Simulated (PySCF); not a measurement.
SMILES IBI (HBI₂), singlet, PBE0/def2-SVP optimised geometry.

```
4

B     -0.48    -0.36     0.00
H     -1.05    -1.41     0.00
I      1.63    -0.36     0.00
I     -1.63     1.41     0.00
```

Density from PBE0/def2-TZVP, def2 effective core potentials past Kr (PySCF 2.14.0) at that geometry. The core electrons that the potentials of I replace are not part of the density.

Minimum of the electron density along straight lines between bonded atoms, close to the bond critical point (lines longer than 1.1 times the sum of covalent radii, or with two minima, are not listed):

```tsv
bond	length / Å	ρ at the minimum / e bohr⁻³	∇²ρ there / e bohr⁻⁵	position (fraction from the first atom)
B1–H2	1.200	0.190	-0.47	0.44
B1–I3	2.107	0.121	-0.19	0.38
B1–I4	2.107	0.121	-0.19	0.38
```
